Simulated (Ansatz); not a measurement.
# A ladder of methods for C3F6 (hexafluoropropylene)

C3F6, singlet, SMILES `FC(F)=C(F)C(F)(F)F`. Each level relaxes the structure for itself.

Each level gives the zero-point energy at each level's own minimum (kJ/mol). The values are calculated.

```csv
level,kind,program,value (kJ/mol)
HF/3-21G,Hartree–Fock,Ansatz,99.3
HF/6-31G* (Cartesian functions),Hartree–Fock,Ansatz,100.2
PBE/def2-SVP,GGA,Ansatz,87.7
B3LYP/6-31G* (Cartesian functions),global hybrid,Ansatz,90.0
PBE0-D4/def2-TZVP,global hybrid,Ansatz,91.4
```

Harmonic and unscaled. The values span 87.7 to 100.2 kJ/mol.
